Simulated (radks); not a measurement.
The nuclear charge of the technetium ion Tc2+ is varied continuously with 41 electrons held in [Kr] 4d5. Method: Dirac Kohn-Sham, BLYP, spin-unpolarised, spherical densities, point nucleus; open shells fill j = l - 1/2 first; computed with a radial shooting solver on a logarithmic mesh with Libxc functionals. By the Hellmann-Feynman theorem dE/dZ = E(electron-nucleus)/Z, the electronic potential at the nucleus.

Z	E (hartree)	E(electron-nucleus)/Z (hartree)	HOMO	e(HOMO) (eV)	<r> HOMO (bohr)
42.5	-4166.79704	-236.497	4d5/2	-15.837	1.760
43	-4285.99258	-240.285	4d5/2	-22.217	1.636
43.5	-4407.08243	-244.074	4d5/2	-29.281	1.536
44	-4530.06720	-247.865	4d5/2	-36.977	1.452

The central difference of E at Z = 43 is -240.285 hartree, to compare with the third column; the second derivative is -7.58 hartree.
